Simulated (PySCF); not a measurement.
## Ga: excitation energy

Ga [Ar] 3d10 4s2 4p1 (2P) → Ga [Ar] 3d10 4s1 4p1 4d1 (high-spin determinant), as a difference of total energies. Computed with PySCF 2.14 in aug-cc-pwCVTZ-PP with ECP10MDF (8s7p6d4f1g, 96 functions), with a scalar-relativistic core potential. Correlated levels: valence: 3s2 3p6 3d10 frozen. The calculations carry no spin-orbit coupling.

| method | excitation energy (eV) |
| --- | --- |
| UHF | 8.800 |
| MP2 (valence) | 9.591 |
| SCS-MP2 (valence) | 9.834 |
| CCSD (valence) | 9.766 |
| CCSD(T) (valence) | 9.754 |

Problem. How much does correlation contribute at CCSD(T) (valence)?

Solution. 9.754 − (8.800) = 0.954 eV, measured against UHF.

The upper state lies above the first ionisation limit, but in LS coupling its spin forbids autoionisation to the ground ion.

The promoted electron is Rydberg-like, and one or two diffuse shells describe it only roughly, which tends to raise the upper state.

The coupled-cluster amplitudes are large for the upper state (T1 above 0.03 or a double amplitude above 0.15), so a single reference is strained.

The determinant of the upper state mixes LS terms, which raises its energy above the lowest term, most at the Hartree-Fock and MP2 levels.
